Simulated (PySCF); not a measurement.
A side-by-side comparison of computed properties.

First species: C₂H₁₃NSi₃.
Numbering: `[CH3:1][NH:2][SiH2:3][CH:4]([SiH3:5])[SiH3:6]` (hydrogens: H7, H8, H9 on C1; H10 on N2; H11, H12 on Si3; H13 on C4; H14, H15, H16 on Si5; H17, H18, H19 on Si6)

Second species: C5H8S2.
SMILES with atom numbers: `[CH2:1]=[C:2]1[CH2:3][CH2:4][CH2:5][S:6][S:7]1` (hydrogens: H8, H9 on C1; H10, H11 on C3; H12, H13 on C4; H14, H15 on C5)

Levels: wB97X-D/def2-SVPD for HOMO energy, LUMO energy, HOMO–LUMO gap and static isotropic polarisability; TDDFT wB97X-D/def2-SVPD for lowest singlet excitation; TDA wB97X-D/def2-SVPD for lowest triplet excitation (Tamm–Dancoff). Geometries: GFN2-xTB. All species are isolated and taken at one optimised geometry, non-relativistic unless stated. Electronic properties by PySCF.

The conformers computed, where there is a choice (atom-mapped SMILES and torsion angles):
- `[CH3:1][NH:2][SiH2:3][CH:4]([SiH3:5])[SiH3:6]`: C1–N2–Si3–C4 177°, N2–Si3–C4–Si5 -179°

The conformers of `C=C1CCCSS1` aren't listed.

```tsv
property	column X	column Y
HOMO energy	-8.15 eV	-8.68 eV
LUMO energy	0.80 eV	1.87 eV
HOMO–LUMO gap	8.95 eV	10.55 eV
lowest singlet excitation	4.06 eV	6.11 eV
lowest triplet excitation (Tamm–Dancoff)	3.52 eV	5.94 eV
static isotropic polarisability	97.3 au	112.3 au
```

**Question.** Which column belongs to which species?

**Answer.** Column X is the second species and column Y the first. The first has 19 atoms and 74 electrons, the second 15 and 70.

**Question.** How does each property change from the first species to the second?

**Answer.** HOMO energy +0.53 eV; LUMO energy -1.07 eV; HOMO–LUMO gap -1.60 eV; lowest singlet excitation -2.05 eV; lowest triplet excitation (Tamm–Dancoff) -2.42 eV; static isotropic polarisability -15.0 au.

On the first: The principal polarisabilities are 94.0, 114.4 and 128.7 au; their mean is the isotropic value. In wavenumbers S1 is 49300 cm⁻¹ (1 eV = 8065.54 cm⁻¹).

On the second: The 8 singlets span 4.06 to 6.70 eV, and their oscillator strengths add up to 0.33. The vertical singlet–triplet gap S1 − T1 is 0.54 eV (TDDFT singlet less Tamm–Dancoff triplet; S1: HOMO→LUMO, weight 0.93; T1: HOMO→LUMO, weight 0.87).
